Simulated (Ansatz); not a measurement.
Born–Oppenheimer molecular dynamics of ClF3H2OTi (8 atoms, charge 0, multiplicity 1). It starts at the highest image of a converged band. Of that band: The profile has 2 maxima (images 1, 5) with wells between them (image 2): this band takes more than one step, which may be the mechanism or a detour left from its start path. A vibrational analysis at the climbing image gives one clearly imaginary mode, 771i cm⁻¹: a first-order saddle point.

These are results of RKS B3LYP/def2-SVP in Ansatz 0.2.0, not measurements.

* ensemble: NVE (velocity Verlet)
* time step: 0.5 fs
* steps asked: 200
* starting velocities drawn for: 100 K
* seed: 6191

First frame:

```xyz
8
Properties=species:S:1:pos:R:3
Ti -0.576 -0.385 -0.318
Cl 1.938 -1.056 0.424
F -0.269 -0.958 -1.923
F -1.188 -1.616 0.736
F -1.987 0.605 -0.537
H 1.461 0.349 0.597
O 0.449 1.092 0.361
H 0.172 1.970 0.661
```

Question: How far do the bonds stretch over the last three quarters of this one trajectory? (Pairs bonded in most of those frames.)

Answer: 
```tsv
bond	mean (Å)	spread (Å)	shortest	longest
Ti1–Cl2	2.312	0.185	2.08	2.63
Ti1–F3	1.729	0.024	1.69	1.76
Ti1–F4	1.730	0.012	1.71	1.75
Ti1–F5	1.769	0.012	1.75	1.80
Ti1–O7	2.317	0.156	1.98	2.52
H6–O7	0.977	0.018	0.95	1.02
O7–H8	0.970	0.006	0.96	0.98
```

Mean temperature of the second half: 514 K. The conserved energy stayed within 0.053 meV per atom of its start (net change -0.028 meV per atom), so the integration is sound. The system heated up, since it started high on the potential surface and ran downhill. A run of 0.1 ps of so small a system gives no equilibrium averages. The orbitals stay closed-shell, which can raise the energy where a bond breaks towards radicals; this wasn't checked here.

The run took 14 min on 2 threads of Arm Neoverse V2, with other jobs on the host, peak memory 0.31 GiB.
